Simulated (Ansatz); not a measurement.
Born–Oppenheimer molecular dynamics of AlH₅O₂Si (9 atoms, charge 0, multiplicity 1). It starts from a relaxed structure.

Computed with RKS revPBE/def2-SVP in Ansatz.

```json
{
  "ensemble": "NVT, Langevin thermostat",
  "time step": "0.5 fs",
  "steps asked": "150",
  "set temperature": "2000 K",
  "friction": "0.02 /fs",
  "seed": "687776"
}
```

First frame:

```xyz
9
Properties=species:S:1:pos:R:3
Al 0.169 -0.034 0.196
H 0.188 0.764 1.562
O 1.651 -0.123 -0.672
H 1.748 -0.590 -1.517
O -1.260 -0.783 -0.397
Si -2.752 -1.391 -0.820
H -3.016 -2.685 -0.092
H -3.845 -0.412 -0.473
H -2.805 -1.659 -2.303
```

Task: How far do the bonds stretch over the last three quarters of this one trajectory? (Pairs bonded in most of those frames.)

Result: 
```json
{"bond": "Al1–H2", "mean (Å)": "1.599", "spread (Å)": "0.066", "shortest": "1.42", "longest": "1.73"}
{"bond": "Al1–O3", "mean (Å)": "1.786", "spread (Å)": "0.076", "shortest": "1.63", "longest": "1.90"}
{"bond": "Al1–O5", "mean (Å)": "1.841", "spread (Å)": "0.096", "shortest": "1.75", "longest": "2.03"}
{"bond": "O3–H4", "mean (Å)": "0.988", "spread (Å)": "0.048", "shortest": "0.90", "longest": "1.07"}
{"bond": "O5–Si6", "mean (Å)": "1.785", "spread (Å)": "0.135", "shortest": "1.58", "longest": "1.97"}
{"bond": "Si6–H7", "mean (Å)": "1.575", "spread (Å)": "0.141", "shortest": "1.33", "longest": "1.83"}
{"bond": "Si6–H8", "mean (Å)": "1.531", "spread (Å)": "0.110", "shortest": "1.33", "longest": "1.72"}
{"bond": "Si6–H9", "mean (Å)": "1.531", "spread (Å)": "0.058", "shortest": "1.44", "longest": "1.66"}
```

Mean temperature of the second half: 1512 K. The mean temperature of the second half is 24 % below the set value. A run of 0.075 ps of so small a system gives no equilibrium averages.

Run time: 3.1 min on 2 threads of Arm Neoverse V2 (shared host), peak memory 0.12 GiB.
